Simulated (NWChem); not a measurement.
# hydrogen selenide (H2Se); SMILES [SeH2]

```xyz
3

Se     0.0000     0.0000     0.0704
H      1.0476     0.0000    -0.9559
H     -1.0476     0.0000    -0.9559
```
Atoms are numbered in this order, from 1.

Level: PBE0-D3(BJ)/def2-TZVP (NWChem), optimised geometry, unscaled harmonic frequencies. This build's default masses of Se (78.918 u) and Br (79.917 u) are each other's, which moves their modes by up to 0.6 %.

```tsv
frequency (cm⁻¹)	IR intensity (km/mol)
1060	1.7
2456	7.0
2468	7.4
```

```
Quantity                                                                            Value
-----------------------------------------------------------------------  ----------------
zero-point energy                                                            8.6 kcal/mol
thermal correction to the enthalpy at 298.15 K (with zero-point energy)     10.9 kcal/mol
heat capacity Cv                                                          6.3 cal/(mol K)
entropy at 298.15 K and 1 atm (symmetry number 2)                        52.3 cal/(mol K)
dipole moment                                                                      0.79 D
```

Rigid rotor and harmonic oscillator.
